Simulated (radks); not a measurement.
Charge is removed step by step from the 3d (averaged over the sub-levels emptied) level of neutral germanium, starting from [Ar] 3d10 4s2 4p2. Calculated with a radial shooting solver on a logarithmic mesh with Libxc functionals: Dirac Kohn-Sham, LDA (Slater exchange, Perdew-Wang correlation), spin-unpolarised, spherical densities, finite nucleus; open shells are shared between the two j in proportion to 2j + 1; Fermi nuclear charge, rms radius 4.0742 fm.

removed (e) = 0: E - E(0) (eV) 0.000; eigenvalue (eV) -29.551; E minus straight line (eV) 0.000
removed (e) = 0.1: E - E(0) (eV) 3.043; eigenvalue (eV) -31.313; E minus straight line (eV) -0.852
removed (e) = 0.2: E - E(0) (eV) 6.264; eigenvalue (eV) -33.121; E minus straight line (eV) -1.525
removed (e) = 0.3: E - E(0) (eV) 9.668; eigenvalue (eV) -34.971; E minus straight line (eV) -2.016
removed (e) = 0.4: E - E(0) (eV) 13.260; eigenvalue (eV) -36.862; E minus straight line (eV) -2.320
removed (e) = 0.5: E - E(0) (eV) 17.042; eigenvalue (eV) -38.791; E minus straight line (eV) -2.432
removed (e) = 0.6: E - E(0) (eV) 21.019; eigenvalue (eV) -40.758; E minus straight line (eV) -2.350
removed (e) = 0.7: E - E(0) (eV) 25.195; eigenvalue (eV) -42.761; E minus straight line (eV) -2.069
removed (e) = 0.8: E - E(0) (eV) 29.573; eigenvalue (eV) -44.799; E minus straight line (eV) -1.586
removed (e) = 0.9: E - E(0) (eV) 34.156; eigenvalue (eV) -46.871; E minus straight line (eV) -0.897
removed (e) = 1: E - E(0) (eV) 38.948; eigenvalue (eV) -48.976; E minus straight line (eV) 0.000

Removing the whole electron costs 38.948 eV by Delta-SCF, against 29.551 eV from minus the eigenvalue at the starting occupation. Slater's transition state (half an electron removed) gives 38.791 eV. Integrating minus the eigenvalue over the occupation (Janak's theorem) gives 38.948 eV. The mean slope of the eigenvalue, de/dn, is 19.4 eV per electron.
